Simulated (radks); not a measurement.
Radial electron density D(r) = 4 pi r^2 rho(r) of an atom or ion with 57.75 electrons. Calculated with a radial shooting solver on a logarithmic mesh with Libxc functionals: scalar-relativistic Kohn-Sham, r2SCAN, spin-polarised, spherical densities, finite nucleus; meta-GGA in the generalised Kohn-Sham scheme; Fermi nuclear charge, rms radius of each element as measured or else 0.836 A^(1/3) + 0.57 fm.

```
   r/bohr * D(r) (the largest magnitude, 101, reaches the edge; | marks zero)
 0.002117 |    *
 0.002869 |        *
 0.003888 |            *
  0.00527 |                   *
 0.007142 |                          *
 0.009679 |                                  *
  0.01312 |                                        *
  0.01778 |                                         *
  0.02409 |                                       *
  0.03266 |                                    *
  0.04426 |                                         *
  0.05998 |                                                   *
  0.08129 |                                                      *
   0.1111 |                                            *
   0.1505 |                                         *
    0.204 |                                               *
   0.2764 |                                     *
   0.3747 |                  *
   0.5078 |                   *
   0.6881 |                  *
   0.9326 |         *
    1.264 |    *
    1.713 |   *
    2.322 |*
    3.146 *
    4.264 *
    5.779 *
    7.832 *
    10.61 *
```

What is the nuclear charge?

Answer. Z = 59. The innermost maximum, from 1s, lies near gamma/Z bohr with gamma = sqrt(1 - (Z/c)^2) = 0.903, here 0.0153 bohr (found: 0.0168), and its height grows with Z. The density is that of the praseodymium ion Pr1.25+ in [Kr] 4d10 4f3 5s(up 1, down 0.75) 5p6 6s1; the configuration itself is not fixed sharply by these data, and Z only to a few units. D(r) has 4 maxima, at r = 0.0168, 0.0744, 0.209, 0.582 bohr, and minima at 0.0324, 0.138, 0.422 bohr, inside which lie 1.96, 11.16, 29.04 electrons.
